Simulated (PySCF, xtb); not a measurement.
H3O3Ti, SMILES [Ti+]([OH])([OH])[OH], charge +1, multiplicity 1. One conformer was computed; it need not be the lowest.

Harmonic wavenumbers (cm⁻¹) from GFN2-xTB (xtb) at its own minimum, in rising order: 70, 174, 175, 245, 386, 389, 499, 502, 536, 662, 799, 800, 3554, 3556, 3568.

Q: What does PBE-D3(BJ)/def2-SVP run with PySCF give at its own minimum? (The exact figures need the calculation; the answer reports its results.)

A: 138, 208, 208, 301, 393, 393, 473, 473, 542, 811, 882, 882, 3684, 3685, 3703. Paired by order, the mean absolute difference is 65 cm⁻¹ and the zero-point energies are 22.7 and 24.0 kcal/mol.
